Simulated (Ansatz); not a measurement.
Ansatz (a first-principles code) input:

Ansatz 0.2 input:
```yaml
crystal:
  periodic: [false, false, false]
  atoms:
    - {symbol: C, position_ang: [-0.13704582, -0.51533626, -0.94136449]}
    - {symbol: C, position_ang: [-1.25989771, -0.60727356, 0.06419813]}
    - {symbol: Cl, position_ang: [-2.05367731, 1.18681658, 0.04822988]}
    - {symbol: C, position_ang: [1.09985487, 0.21190739, -0.43394654]}
    - {symbol: Cl, position_ang: [2.14301352, -0.80070708, 0.68655903]}
    - {symbol: H, position_ang: [0.14458868, -1.54118430, -1.21526243]}
    - {symbol: H, position_ang: [-0.38720526, 0.00380284, -1.89413215]}
    - {symbol: H, position_ang: [-2.08262904, -1.14643420, -0.42627624]}
    - {symbol: H, position_ang: [1.77630394, 0.50116693, -1.23813434]}
    - {symbol: H, position_ang: [0.81275831, 1.08300156, 0.14907087]}
basis:
  gaussian:
    orbitals: def2-SVP
hamiltonian:
  xc: {name: PBE0}
total_charge: -1
```

What final total energy does it print?

-1036.85901 Eh (PBE0/def2-SVP). The basis has 103 functions.

It need not be the lowest isomer of its formula. Whether it binds its extra electron was not tested at this geometry.
